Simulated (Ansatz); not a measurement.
Consider the substitution at a C–Al bond: `B[Se][CH2][AlH][SH]` + H–F → `B[Se]CF` + `[AlH2][SH]`.

Calculated with Ansatz (gas phase, PBE0-D4/def2-TZVP geometries, no zero-point term in ΔE). CCSD(T)/CBS is the MP2 limit (def2-TZVPP, def2-QZVPP) plus CCSD(T) − MP2 in def2-TZVPP, frozen cores. This one scheme is used for every species. Functionals use def2-TZVPP. B3LYP here is the variant with VWN-RPA as its local correlation; programs differ in this. For Se outer-core shells are correlated without core-valence functions, which leaves a few kJ/mol of doubt a bond. Scalar relativity is left out up to krypton. Each species was taken in one conformer, which may not be the lowest.

```
             level  ΔE (kJ/mol)  difference from CCSD(T)/CBS
            PBE-D4        108.8                        -12.7
         r2SCAN-D4        107.2                        -14.3
           PBE0-D4        113.6                         -7.9
          B3LYP-D4         98.9                        -22.6
           ωB97X-V         97.5                        -24.0
           ωB97M-V        106.2                        -15.3
            B2PLYP         97.6                        -23.9
               PBE         98.0                        -23.5
            r2SCAN        104.2                        -17.3
              PBE0        103.7                        -17.8
             B3LYP         81.4                        -40.1
     HF/def2-TZVPP         66.8                        -54.7
    MP2/def2-TZVPP        128.4                          6.9
SCS-MP2/def2-TZVPP        111.7                         -9.8
   CCSD/def2-TZVPP        108.6                        -12.9
CCSD(T)/def2-TZVPP        114.9                         -6.6
     HF/def2-QZVPP         67.0                        -54.5
    MP2/def2-QZVPP        132.3                         10.8
SCS-MP2/def2-QZVPP        115.7                         -5.8
      HF/CBS(def2)         67.1                        -54.4
     MP2/CBS(def2)        135.0                         13.5
    CCSD/CBS(def2)        115.2                         -6.3
       CCSD(T)/CBS        121.5                            0
```

Largest T1 diagnostic among the species: 0.014.

From PBE to PBE0 (25 % exact exchange), in def2-TZVPP and without D4, ΔE moves by +5.8 kJ/mol. The D4 term adds +17.5 kJ/mol with B3LYP and +9.8 kJ/mol with PBE0; it sums over pairs of atoms, weighted by their polarisabilities, and B3LYP, whose exchange is more repulsive, gets the larger term. In def2-TZVPP, CCSD(T) changes the Hartree–Fock value by +48.1 kJ/mol (the triples alone add +6.3 kJ/mol) and MP2 by +61.6 kJ/mol.
